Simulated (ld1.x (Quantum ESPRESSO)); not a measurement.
# What one change does to a pseudopotential (Au (Z = 79), TM)

ld1.x (Quantum ESPRESSO) 7.5 input, shortened:

```
&input
   title='Au', zed=79., rel=1, dft='PBE', iswitch=3,
   config='[Xe] 4f14 5d10 5f-2 6s1 6p0'
 /
 &inputp
   pseudotype=2, tm=.true., lloc=2,
   nlcc=.true., new_core_ps=.true.
 /
4
6S  1  0   1.00   0.00  2.00  2.00  0.0
6P  2  1   0.00   0.00  3.45  3.45  0.0
5F  4  3  -2.00  -0.10  3.50  3.50  0.0
5D  3  2  10.00   0.00  1.25  1.25  0.0
 &test
   configts(1)='5d10 6s1 6p0'
 /
```

All-electron outer shells of the reference configuration (PBE, scalar-relativistic, ld1.x):

```json
{"shell": "4f", "level (eV)": "-81.12", "outermost node (bohr)": "–", "outermost maximum (bohr)": "0.37"}
{"shell": "5p", "level (eV)": "-59.78", "outermost node (bohr)": "0.52", "outermost maximum (bohr)": "0.96"}
{"shell": "5d", "level (eV)": "-6.88", "outermost node (bohr)": "0.56", "outermost maximum (bohr)": "1.21"}
{"shell": "6s", "level (eV)": "-5.76", "outermost node (bohr)": "1.11", "outermost maximum (bohr)": "2.32"}
{"shell": "6p", "level (eV)": "-0.77", "outermost node (bohr)": "1.32", "outermost maximum (bohr)": "3.64"}
```

Change: wave 6s (bound): rc 2.00 bohr becomes 6s (bound): rc 1.90 bohr.

Cutoffs: the cutoffs (Ry, on a coarse ladder) from which the occupation-weighted sum of valence levels, in a spherical-Bessel basis at the reference potential, stays within 10 and 1 mRy of its value at 400 Ry; they do not see the model core or the augmentation charge, which bear on the density cutoff. Errors are all-electron minus pseudo energies relative to the spin-unpolarised reference configuration.

How do hardness, ghosts and transferability respond?

The potential gets neither clearly harder nor softer (60 Ry and 90 Ry → 60 Ry and 90 Ry); both files keep a bound ghost (f, p, s); of the 6 tests that both files solve, the error grows in 0 and shrinks in 2 by more than 15 % and 0.3 meV (median size 26.9 → 27.9 meV).

| quantity | base | changed |
| --- | --- | --- |
| cutoff, loose | 60 Ry | 60 Ry |
| cutoff, tight | 90 Ry | 90 Ry |
| loose cutoff by channel (10 mRy a level) | s 12 Ry, d 35 Ry | s 18 Ry, d 35 Ry |
| bound ghosts | f, s, p | f, s, p |
| tests counted (converged, no solver errors) | 6 of 7 | 6 of 7 |
| error for 5d10 6s0 6p0, meV [ΔE 9.41 eV] | -17 | -14 |
| error for 5d9 6s0 6p0, meV [ΔE 30.62 eV] | -31 | -32 |
| error for 5d8 6s0 6p0, meV [ΔE 64.49 eV] | -159 | -166 |
| error for 5d7 6s0 6p0, meV [ΔE 112.21 eV] | -503 | -520 |
| error for 5d9 6s1 6p0, meV [ΔE 12.12 eV] | -23 | -24 |
| error for 5d10 6s0 6p1, meV [ΔE 5.25 eV] | -5.5 | -4.1 |
| s: phases at 3.81 bohr within 0.05 rad from the reference energy up to (Ry; the scan ends near 5) | 1.2 | 1.4 |
| p: phases at 3.81 bohr within 0.05 rad from the reference energy up to (Ry; the scan ends near 5) | 2.1 | 2.1 |
| d: phases at 3.81 bohr within 0.05 rad from the reference energy up to (Ry; the scan ends near 5) | 4.0 | 4.0 |
| f: phases at 3.81 bohr within 0.05 rad from the reference energy up to (Ry; the scan ends near 5) | 2.5 | 2.5 |

Base: Tests not counted: 5d9 6s1 6p1 (solver errors, printed error -2.6 eV). Changed file: Tests not counted: 5d9 6s1 6p1 (solver errors, printed error -2.6 eV). A true bound ghost makes a file unfit for plane-wave use even where its test errors are small: the radial tests pick states by their node count and pass the ghost by. Where a test does run into it, the solver fails or the error is huge.
